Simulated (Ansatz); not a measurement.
MNF3 with several metals: PBE-D4/def2-TZVPD single points in Ansatz on relaxed structures, gas phase. Core potentials for Mo, W, no spin–orbit coupling. Binding counts from free atoms in the multiplicity of their measured ground term, without zero-point energy. A dash marks a value that wasn't run or was left out as unsound. The structures are stationary points that may keep the symmetry of their start. Remarks come from the PBE and PBE0 runs and from stability tests at other levels; not every state was tested. A HOMO above zero means that the electron is unbound at that level and held by the basis, or that self-interaction error raises the level; the energy of removing that electron tells which. HOMO above LUMO (over both spins in singlets and doublets, within one spin in higher multiplets; at PBE or PBE0), or a gap under 0.15 eV within one spin, warns that the state may not be the lowest or that an electron is smeared out.

| species | atoms | state | geometry | HOMO (eV) | LUMO (eV) | gap (eV) | vertical EA (eV) | binding per atom (eV) | point group (within 0.1 Å) | remarks |
| --- | --- | --- | --- | --- | --- | --- | --- | --- | --- | --- |
| MoNF3 | 5 | singlet | PBE-D4/def2-SVP | -8.31 | -4.21 | 4.11 | 0.76 | 4.68 | C3v | restricted SCF unstable in HF, HOMO above zero (-1 doublet) |
| CrNF3 | 5 | singlet | PBE0-D4/def2-SVP | -8.91 | -5.52 | 3.40 | 1.83 | 4.03 | C3v | restricted SCF unstable in HF, HOMO above zero (-1 doublet) |
| WNF3 | 5 | singlet | PBE0-D4/def2-SVP | -7.89 | -3.45 | 4.44 | 0.16 | – | C3v | restricted SCF unstable in HF, HOMO above zero (-1 doublet), gap within one spin near zero at PBE or PBE0 (-1 doublet) |

The gap (eV) runs from 3.40 (CrNF3) to 4.44 (WNF3). The vertical EA (eV) runs from 0.16 (WNF3) to 1.83 (CrNF3).
